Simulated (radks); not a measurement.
Results of a calculation; reference values are marked as such.
Isoelectronic series with 6 electrons, each ion in its NIST ground configuration. Code: a radial shooting solver on a logarithmic mesh with Libxc functionals. Model: scalar-relativistic Kohn-Sham, SCAN, spin-polarised, spherical densities, finite nucleus; open shells are filled with parallel spins first; meta-GGA in the generalised Kohn-Sham scheme; Fermi nuclear charge, rms radius of each element as measured or else 0.836 A^(1/3) + 0.57 fm. Total energies (hartree) and orbital eigenvalues (eV):

| ion | configuration | E (hartree) | 2p up | 2s down |
|---|---|---|---|---|
| Al7+ | [He] 2s2 2p2 | -214.79749 | -265.6060 | -286.9886 |
| Si8+ | [He] 2s2 2p2 | -252.18795 | -330.1408 | -353.9376 |
| S10+ | [He] 2s2 2p2 | -336.10454 | -479.7689 | -508.5843 |
| K13+ | [He] 2s2 2p2 | -484.91759 | -755.6820 | -792.6714 |
| Ca14+ | [He] 2s2 2p2 | -540.67043 | -861.4072 | -901.3445 |
| Sc15+ | [He] 2s2 2p2 | -599.51227 | -974.0241 | -1017.045 |
| Cr18+ | [He] 2s2 2p2 | -794.67087 | -1353.330 | -1406.572 |
